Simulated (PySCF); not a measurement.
All values below come from TPSSh-D3(BJ)/def2-TZVP // BP86-D3(BJ)/def2-SVP run with PySCF 2.14.0. Gas-phase values, no solvent. One relaxed conformer stands for a flexible species; it need not be the lowest. 

Reference species: [Ti(NH2)4] (neutral, multiplicity 1).

The HOMO is -6.01 eV and the coordination number is 4.

Changed species: [V(=O)(NH2)3] (M = V, oxo; the reference has M = Ti).

Problem. Give the shifts of the HOMO and coordination number.

Solution. the HOMO increases by 0.29 eV, to -5.72 eV; the coordination number is nearly the same.
